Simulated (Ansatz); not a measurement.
The same ligand exchange along the group B, Al, Ga, In.

Computed with Ansatz on PBE0-D4/def2-TZVP structures; ΔE is electronic, products minus reactants. CCSD(T)/CBS is the MP2 limit (def2-TZVPP, def2-QZVPP) plus CCSD(T) − MP2 in def2-TZVPP, frozen cores. This one scheme is used for every species. Functionals use def2-TZVPP. Elements past krypton have def2 core potentials. For Ga, In outer-core shells are correlated without core-valence functions, which leaves a few kJ/mol of doubt a bond. Scalar relativity is left out up to krypton. Each species was taken in one conformer, which may not be the lowest.

```
                                                            reaction  ωB97M-V (kJ/mol)  PBE-D4 (kJ/mol)  ωB97X-V (kJ/mol)
                           `NB(N)O[SiH3]` + H₂S → `NB(N)S` + silanol                60               49                59
`[NH2][Al]([NH2])[O][SiH3]` + H₂S → `[NH2][Al]([NH2])[SH]` + silanol                50               38                50
`[NH2][Ga]([NH2])[O][SiH3]` + H₂S → `[NH2][Ga]([NH2])[SH]` + silanol               -13              -20               -10
`[NH2][In]([NH2])[O][SiH3]` + H₂S → `[NH2][In]([NH2])[SH]` + silanol               -41              -45               -38
```

(1) Give the CCSD(T)/CBS values in the same order. (An estimate is asked.)

Largest T1 diagnostic: 0.015, for `[NH2][In]([NH2])[O][SiH3]`.

Answers

(1) Ansatz gave: 59, 50, -11, -36 kJ/mol.
